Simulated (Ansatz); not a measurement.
Consider the isomerisation: `F[C]1([GeH3])O[SiH2]1` → `FC1[O][GeH2][SiH2]1`.

Gas-phase electronic energies from Ansatz, PBE0-D4/def2-TZVP geometries. CCSD(T)/CBS adds triple-zeta CCSD(T) − MP2 to the extrapolated MP2 energy (def2 sets, frozen cores). For Ge outer-core shells are correlated without core-valence functions, which leaves a few kJ/mol of doubt a bond. Scalar relativity is left out up to krypton.

`F[C]1([GeH3])O[SiH2]1`:

Z-matrix (Å, degrees):
```
C
Ge 1 1.971
O 1 1.427 2 115.2
F 1 1.374 2 111.1 3 -127.3
Si 1 1.828 2 128.7 3 71.5
H 2 1.534 1 108.7 3 -176.4
H 2 1.535 1 109.5 3 62.6
H 2 1.536 1 107.2 3 -57.3
H 5 1.478 1 123.4 2 -3.9
H 5 1.476 1 120.5 2 161.2
```

`FC1[O][GeH2][SiH2]1`:

Z-matrix (Å, degrees):
```
C
O 1 1.384
F 1 1.396 2 110.1
Si 1 1.939 2 102.0 3 -115.2
H 1 1.094 2 109.8 3 116.3
Ge 2 1.842 1 105.5 3 94.8
H 4 1.484 1 118.2 2 136.3
H 4 1.487 1 113.0 2 -92.4
H 6 1.539 2 110.4 1 -102.8
H 6 1.538 2 107.9 1 137.3
```

```tsv
level	ΔE (kJ/mol)
SCS-MP2/def2-QZVPP	-57.6
MP2/CBS(def2)	-57.8
```

Task: What does CCSD(T)/CBS give? (Best estimate.)

Result: Computed: -61.0 kJ/mol. The listed levels differ from it by 3.4, 3.2 kJ/mol.

Largest T1 diagnostic among the species: 0.015.

From PBE to PBE0 (25 % exact exchange), in def2-TZVPP and without D4, ΔE moves by −5.7 kJ/mol. In def2-TZVPP, CCSD(T) changes the Hartree–Fock value by +8.9 kJ/mol (the triples alone add +1.4 kJ/mol) and MP2 by +12.1 kJ/mol.

CCSD(T)/CBS has its own doubt, a few kJ/mol and more with outer-core shells, so smaller differences from it don't rank the levels.
